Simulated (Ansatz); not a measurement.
Consider the ligand exchange at a B–S bond: `O[SiH2]SBF` + `[OH][GeH3]` → `FB[O][GeH3]` + `O[SiH2]S`.

Program: Ansatz. Geometries: PBE0-D4/def2-TZVP. ΔE: electronic, gas phase. CBS: MP2 limit from def2 TZ/QZ plus the TZ coupled-cluster correction, frozen cores. Functionals use def2-TZVPP. B3LYP here is the variant with VWN-RPA as its local correlation; programs differ in this. For Ge outer-core shells are correlated without core-valence functions, which leaves a few kJ/mol of doubt a bond. Scalar relativity is left out up to krypton. One conformer a species, not always the lowest.

Task: Is it downhill or uphill in electronic energy at CCSD(T)/CBS, and by how much? (An estimate is asked.)

Result: Computed: Downhill: ΔE = -0.85 eV.

Task: What do these levels give: PBE-D4, PBE0-D4, ωB97M-V, PBE0, B3LYP, SCS-MP2/def2-TZVPP? (Best estimate.)

Result: Ansatz gave: PBE-D4 -0.75, PBE0-D4 -0.79, ωB97M-V -0.87, PBE0 -0.81, B3LYP -0.91, SCS-MP2/def2-TZVPP -0.88 eV.

Largest T1 diagnostic among the species: 0.013.

From PBE to PBE0 (25 % exact exchange), in def2-TZVPP and without D4, ΔE moves by −0.04 eV. In def2-TZVPP, CCSD(T) changes the Hartree–Fock value by +0.16 eV (the triples alone add +0.03 eV) and MP2 by +0.20 eV.
